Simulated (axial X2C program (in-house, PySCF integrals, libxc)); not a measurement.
## LiGa⁻: from the spin-free to the two-component result

Computed with an in-house relativistic program for diatomic molecules. Spin-free means the one-electron spin-free X2C Hamiltonian; two-component (2c) means X2C with spin–orbit coupling and atomic mean-field two-electron Coulomb and Gaunt terms, so the difference of the two also holds small scalar two-electron terms. Basis: Ga dyall-acv3z [10s10p8d5f1g], Li dyall-av3z [9s9p3d] (cores contracted in-house); Gaussian nuclei, density fitting, unrestricted open shells. Masses: Ga 68.926 u, Li 7.016 u.

Spin-free state: M_S = 3/2, Λ = 0 (beyond evenly filled blocks: σα, π+α, π-α); fragments Ga + Li-.

```tsv
level	Re (Å)	ωe (cm⁻¹)	μ (D)
PBE0	2.503	318.0	-2.53
```

Dipoles are positive if Li is the positive end and refer to the centre of mass.

Two-component determinant lowest at the distance of the search:

Ω = 3/2 (⟨Sz⟩ = 1.50, ⟨Lz⟩ = 0.00 at PBE0); fragments Ga + Li-.

| level | Re (Å) | ωe (cm⁻¹) | μ (D) |
| --- | --- | --- | --- |
| PBE0 | 2.504 | 315.7 | -2.55 |

Problem. From the two tables, how do the constants change at the PBE0 level (2c against spin-free)?

Solution. At the PBE0 level Re goes up by 0.001 Å and ωe falls by 2.3 cm⁻¹.

The state is a single determinant with fixed occupations, the lowest that a limited PBE0 search found. De is not given where an atomic determinant may have missed its ground term or J level, or where the truncated virtual space spoils (T). Density functionals use the spin component along the axis (collinear). Other states lie close and PBE0, whose exact exchange favours high spin, may order them wrongly; the determinant shown need not be the ground state. The nearest other spin-free determinant of the search, M_S = 1/2, Λ = 1, lies 0.08 eV up at the distance of the search. Without a current term, density functionals place determinants with orbital angular momentum somewhat too high. The spin of this state cannot come from the lowest atoms; the curve heads to a higher limit, and no De is given. With several unpaired electrons one determinant need not be a pure state. A state of lower Ω lies just above, and one determinant can place such states too high, so the state shown need not be the lowest. The search has Ω = 1/2 only 0.06 eV up. Some points did not converge and are left out. The highest occupied level of some functionals is positive through self-interaction error; at Hartree–Fock it is bound. This is the top spin component of a Σ state; components of lower Ω are not single determinants and can lie lower.
